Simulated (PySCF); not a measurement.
Isomers C6H10N2Si:

A. SMILES CN(C)[C@@H]1C=C[Si@H]1C#N
B. SMILES CN[Si@]1(C#C)C=CCN1
C. SMILES CCc1nnccc1[SiH3]

Spectrum 1. 1H NMR (400 MHz, computed): δ 9.40 (d, 1H), 7.57 (d, 1H), 4.56 (s, 3H), 3.22 (q, 2H), 1.40 (t, 3H). 13C{1H} NMR (computed): δ 173.3 (C), 153.4 (CH), 139.3 (CH), 131.1 (C), 36.6 (CH2), 18.7 (CH3).

Spectrum 2. 1H NMR (400 MHz, computed): δ 7.16 (m, 1H), 5.98 (d, 1H), 4.09 (m, 1H), 4.09 (m, 1H), 3.07 (s, 3H), 2.00 (s, 1H), 1.12 (br s, 1H), 0.50 (br s, 1H). 13C{1H} NMR (computed): δ 157.7 (CH), 131.7 (CH), 101.9 (CH), 89.2 (C), 55.6 (CH2), 31.3 (CH3).

Spectrum 3. 1H NMR (400 MHz, computed): δ 7.70 (m, 1H), 6.37 (m, 1H), 4.89 (m, 1H), 3.05 (m, 1H), 2.25 (s, 6H). 13C{1H} NMR (computed): δ 169.4 (CH), 144.2 (CH), 124.0 (C), 72.4 (CH), 46.0 (CH3).

Non-relativistic Hamiltonian, in vacuum, one averaged value for each set of equivalent atoms, single conformer. GFN2-xTB structure; NMR shieldings at PBE0/pcSseg-1/GIAO; PySCF.

Referencing at the same level of theory: 1H and 13C against TMS. Where no couplings were computed, multiplicities follow the n + 1 count of equivalent neighbours, and m marks all less simple cases (inequivalent or close neighbours, rings, F or P nearby). Shifts are as computed. Against solution values, carbons near 30 ppm lie about +3 ppm off and those near 130 ppm about +5 ppm. Of 1211 compounds with measured shifts, 218 miss one by over three times the rms of a fit or turn the order of signals round; such compounds aren't used in these exercises. OH and NH positions are gas-phase values without hydrogen bonding to other molecules.

Q: Match each spectrum to its structure.

A: 1–C, 2–B, 3–A.

- Spectrum 1 (C): 6 13C signals; δC 153.4 is an aromatic CH next to a ring nitrogen; δC 139.3 is an aromatic CH.
- Spectrum 2 (B): 6 13C signals; δC 157.7 is an alkene CH; δC 131.7 is an alkene CH.
- Spectrum 3 (A): 5 13C signals; δC 144.2 is an alkene CH; δC 124.0 is a nitrile carbon.
